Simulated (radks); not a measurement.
Problem. All-electron atom: N+ in [He] 2s1 2p3 (not the ground configuration). Calculated with a radial shooting solver on a logarithmic mesh with Libxc functionals: non-relativistic Kohn-Sham, PBE, spin-unpolarised, spherical densities, point nucleus. Some entries of the table are withheld. Estimate them.

| orbital | occ. | eigenvalue (hartree) | <1/r> (bohr^-1) | <r^2> (bohr^2) |
|---|---|---|---|---|
| 1s | 2 | -14.75901 | (1) | 0.07138 |
| 2s | 1 | -1.19592 | 1.160 | 1.863 |
| 2p | 3 | -0.76396 | (2) | 2.074 |

Solution. 
(1) 1s <1/r> (bohr^-1): 6.638
(2) 2p <1/r> (bohr^-1): 1.041
